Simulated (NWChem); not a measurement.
Basis-set convergence for CHF

```xyz
3

C      0.5606    -0.4527     0.0000
F     -0.5266     0.2642     0.0000
H      1.3753     0.3381     0.0000
```
Charge 0, spin multiplicity 1.

Everything below was run with NWChem. The geometry was optimised at B3LYP/def2-SVP, a minimum by its harmonic frequencies.

Quantity: vertical ionisation energy at the level ΔPBE0 (Δ: difference of total energies, the cation a doublet at the parent's geometry with its hole in an orbital of symmetry a' (Cs labels); it is the state that the SCF runs reached, from PBE0 orbitals for Hartree-Fock references, and need not be the lowest).

The Pople sets run with spherical d functions. The structure started from a generated list of species. The stability of the SCF solutions was not checked.

Relative cost: rough, from shared machines, SCF included, pcseg-1 = 1.

In def2-QZVP the value is 10.39 eV. Among pcseg-1, 6-311++G**, def2-SVPD, aug-pcseg-1, def2-TZVP, cc-pVTZ, def2-TZVPP, def2-TZVPD, cc-pVQZ, which is the smallest basis within 0.2 eV of it?

pcseg-1, with 33 functions against 144 and about 9 % of the time (also within reach: 6-311++G**, def2-SVPD, aug-pcseg-1, def2-TZVP, cc-pVTZ, def2-TZVPP, def2-TZVPD, cc-pVQZ). def2-QZVP isn't the basis-set limit itself, and a small set can land close by cancellation.

| basis | functions | vertical ionisation energy (eV) | relative cost |
|---|---|---|---|
| pcseg-1 | 33 | 10.41 | 1 |
| 6-311++G** | 51 | 10.46 | under 3 |
| def2-SVPD | 51 | 10.43 | under 3 |
| aug-pcseg-1 | 55 | 10.43 | under 3 |
| def2-TZVP | 68 | 10.38 | under 3 |
| cc-pVTZ | 74 | 10.35 | under 3 |
| def2-TZVPP | 76 | 10.38 | under 3 |
| def2-TZVPD | 86 | 10.40 | 3 |
| cc-pVQZ | 140 | 10.38 | 10 |
| def2-QZVP | 144 | 10.39 | 10 |
